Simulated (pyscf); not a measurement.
H₃C–CH₂–NH• (SMILES CC[NH]), doublet

Gas-phase minimum from PySCF at ωB97X-D3(BJ)/def2-SVP, one conformer. H₃C–CH₂–NH• lies 8.9 kcal/mol over its isomer H₃C–CH•–NH₂, and others may lie lower still (electronic energy, ωB97M-D3(BJ)). 

SMILES: CC[NH]
```xyz
9

C     -0.5774     0.4648    -0.0282
C     -0.8620    -1.0348    -0.1614
N     -2.1307    -1.4544     0.3724
H      0.4148     0.7147    -0.4356
H     -1.3290     1.0607    -0.5728
H     -0.5987     0.7726     1.0291
H     -0.0582    -1.6226     0.3151
H     -0.8407    -1.3095    -1.2394
H     -2.8236    -0.7661     0.0371
```
Charge 0, spin multiplicity 2.

Bonds (Å): C1–C2 1.532, C1–H4 1.101, C1–H5 1.103, C1–H6 1.101, C2–N3 1.439, C2–H7 1.104, C2–H8 1.113, N3–H9 1.033. Bond angles (°): C2–C1–H4 110.9, C2–C1–H5 111.1, C2–C1–H6 110.7, H4–C1–H5 108.0, H4–C1–H6 108.0, H5–C1–H6 108.0, C1–C2–N3 114.6, C1–C2–H7 110.4, C1–C2–H8 108.8, N3–C2–H7 109.1, N3–C2–H8 107.7, H7–C2–H8 105.8, C2–N3–H9 106.1.

Properties at ωB97X-D3(BJ)/def2-SVP:

| Item | Value |
|---|---|
| Harmonic wavenumbers, unscaled | 222, 256, 416, 785, 915, 1033, 1045, 1124, 1244, 1310, 1390, 1411, 1461, 1475, 1487, 2986, 3062, 3098, 3155, 3167, 3424 cm⁻¹ |
| Zero-point energy | 49.3 kcal/mol |
| Rotational symmetry number | 1 |
| Entropy of this conformer at 298 K and 1 atm, rigid rotor and harmonic oscillator, modes under 100 cm⁻¹ raised to 100 | 277.0 J/(mol K) |
| Dipole moment | 2.00 D |
| Spin expectation value S2 | 0.753 |

Single-point totals, which compare only within one level (frozen core for MP2 and CC):

```
level                   total energy (hartree)
----------------------  ----------------------
ωB97X-D3(BJ)/def2-TZVP              -134.62092
PBE/def2-TZVP                       -134.37390
r²SCAN/def2-TZVP                    -134.47542
B3LYP-D3(BJ)/def2-TZVP              -134.57240
PBE0-D3(BJ)/def2-TZVP               -134.39693
M06-2X/def2-TZVP                    -134.48348
ωB97M-D3(BJ)/def2-TZVP              -134.58678
UHF/def2-TZVPP                      -133.68399
MP2/def2-TZVPP                      -134.21173
CCSD/def2-TZVPP                     -134.25225
CCSD(T)/def2-TZVPP                  -134.27295
```

The CCSD(T) − MP2 part came from Ansatz, without density fitting, on the same reference.
